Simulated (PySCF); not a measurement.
Gas-phase equilibrium of 1 mol SnCl₄, 18 mol H₂O at 800 K and 0.00133 bar, among 27 species (ClO, SnCl₄, O₂, HCl, O, SnH₂, HO₂, SnO, SnHCl₃, SnCl₃, H₂O, H, HOCl, H₂O₂, O₃, H₂, SnH₄, SnCl₂, SnH₂Cl₂, Cl, Cl₂, SnO₂, SnH₃Cl, Sn₂O₂, SnHCl, Sn(OH)₂, OH). Only gases are allowed; each row takes one source of thermochemistry for all species, and Cantera finds the minimum.

Method: PySCF energies plus ideal-gas RRHO corrections (1 bar). † marks an energy on the PBE0/def2-TZVP geometry and frequencies; other levels use their own. Open shells (unrestricted) among the columns below: O₂ (multiplicity 3); the rest are closed-shell singlets. B3LYP is the form with VWN-RPA correlation. Sn: scalar-relativistic def2 core potential, no spin-orbit coupling. The harmonic model lacks anharmonicity and excited electronic states, which grow with temperature; levels with a mode under 35 cm⁻¹ are left out. Soft modes under 120 cm⁻¹ make the harmonic entropy rough for SnCl₄, SnCl₂.

Molecules larger than those listed are left out. Also missing: (SnO)n, which can matter at low temperature or high pressure.

Mole fractions:

| thermochemistry | x H₂O | x HCl | x SnCl₂ | x SnCl₄ | x O₂ | x Cl₂ |
|---|---|---|---|---|---|---|
| B3LYP/def2-TZVP† | 0.84 | 0.087 | 0.044 | 0.0055 | 0.022 | 3.5e-6 |
| BLYP/def2-TZVP† | 0.83 | 0.097 | 0.049 | 7.0e-5 | 0.024 | 3.4e-6 |
| PBE0/def2-SVP† | 0.87 | 0.062 | 0.031 | 0.019 | 0.015 | 1.1e-8 |
| PBE0/def2-TZVP | 0.91 | 0.033 | 0.017 | 0.035 | 0.0083 | 3.6e-7 |
| LDA/def2-TZVP† | 0.93 | 0.011 | 0.0053 | 0.047 | 0.0027 | 1.4e-6 |
| ωB97X-V/def2-TZVP† | 0.93 | 0.017 | 0.0085 | 0.043 | 0.0043 | 2.7e-8 |
The most sensitive of these is SnCl₄: it spans a factor of 10^2.8 over these rows; at this temperature one factor of ten is RT ln 10 = 15 kJ/mol.
